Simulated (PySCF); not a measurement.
# UHF on Re (rhenium, neutral)

Configuration: [Xe] 4f14 5d6 6s1, high-spin 6D determinant (an excited configuration). Computed with PySCF 2.14 in aug-cc-pVTZ-PP with ECP60MDF (6s6p5d3f2g, 88 functions), with scalar relativity through the core potential.

```
Total energy                                                  : -77.770135 hartree
One-electron energy                                           : -134.0816 hartree
Hartree (Coulomb) energy                                      : 64.2564 hartree
Exchange energy                                               : -7.9450 hartree
⟨S²⟩                                                          : 8.7589
⟨L²⟩                                                          : 6.032
Sum of ⟨r⟩                                                    : 24.81 bohr
Sum of ⟨r²⟩                                                   : 53.56 bohr²
Traceless quadrupole moment −½Σ⟨3z² − r²⟩ along its main axis : 1.52 e·bohr²
```

```csv
shell,electrons,mean orbital energy (eV),spread (eV),"rms radius, mean of both spins (bohr)"
5s α,1,-99.549,0,1.13
5s β,1,-95.054,0,1.13
5p α,3,-57.943,1.187,1.32
5p β,3,-51.408,0.828,1.32
5d α,5,-9.531,1.528,2.19
6s α,1,-7.900,0,3.45
5d β,1,-5.710,0,2.19
```

Energies and moments cover only the electrons outside the core potential. Spin-orbit coupling, absent here, splits the open shell strongly.
